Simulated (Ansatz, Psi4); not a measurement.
Donor–acceptor adduct: BH3 (SMILES B) (first 4 atoms) with CHN (SMILES C#N); geometry from B3LYP-D3(BJ)/def2-TZVP, rigid monomers moved along the line of their centres of mass till B1···N6 is 1.39 Å.
(charge 0, multiplicity 1):
```xyz
7

B     -0.097     0.048     0.770
H      0.666     0.927     0.451
H      0.204    -1.031     0.322
H     -1.256     0.333     0.591
C      0.156    -0.176     3.276
N      0.042    -0.075     2.145
H      0.262    -0.271     4.332
```

Counterpoise-corrected where a basis set is named; no monomer relaxation.

Cores are frozen in the correlated methods. CBS: X⁻³ extrapolation of the correlation energy, Hartree–Fock from the larger set.

Programs: Ansatz (Gaussian basis) for Hartree–Fock, density functionals and correlated methods; Psi4 for SAPT. Values without a source in brackets are computed.

Problem. What interaction energy does SAPT0/jun-cc-pV(D+d)Z give?

Solution. -1273 meV

Problem. Give the interaction energy at the level MP2/aug-cc-pVTZ.

Solution. -1069 meV

Problem. Predict the interaction energy from CCSD(T)/CBS(aug-cc-pVDZ, aug-cc-pVTZ).

Solution. -1017 meV

Ansatz is a program for electronic structure.
